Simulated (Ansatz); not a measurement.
One change: `BOCCO` becomes `C=CCCO`.

Ansatz, PBE0-D4/def2-TZVP geometries, multiplicity 1. Each molecule was computed in one conformer, which needn't be the lowest.

```json
{"property": "HOMO energy (ωB97M-V/def2-TZVPP) / eV", "`BOCCO`": "-10.63"}
{"property": "HOMO energy (B3LYP/def2-TZVPP) / eV", "`BOCCO`": "-7.97"}
{"property": "HOMO–LUMO gap (PBE0/def2-TZVPP) / eV", "`BOCCO`": "7.69"}
{"property": "HOMO–LUMO gap (PBE/def2-TZVPP) / eV", "`BOCCO`": "5.11"}
{"property": "size of the dipole moment (PBE/def2-TZVPP) / D", "`BOCCO`": "1.53"}
{"property": "size of the dipole moment (B3LYP/def2-TZVPP) / D", "`BOCCO`": "1.59"}
```

Task: Give the same properties after the change, and the shifts. (Estimate.)

Result: The calculation gave: 
```json
{"property": "HOMO energy (ωB97M-V/def2-TZVPP) / eV", "`C=CCCO`": "-9.97", "shift": "0.66"}
{"property": "HOMO energy (B3LYP/def2-TZVPP) / eV", "`C=CCCO`": "-7.44", "shift": "0.53"}
{"property": "HOMO–LUMO gap (PBE0/def2-TZVPP) / eV", "`C=CCCO`": "7.69", "shift": "0.00"}
{"property": "HOMO–LUMO gap (PBE/def2-TZVPP) / eV", "`C=CCCO`": "5.09", "shift": "-0.02"}
{"property": "size of the dipole moment (PBE/def2-TZVPP) / D", "`C=CCCO`": "1.66", "shift": "0.13"}
{"property": "size of the dipole moment (B3LYP/def2-TZVPP) / D", "`C=CCCO`": "1.76", "shift": "0.17"}
```

Dipoles are sizes alone; their direction can turn.

B3LYP here is the variant with VWN-RPA as its local correlation; programs differ in this.
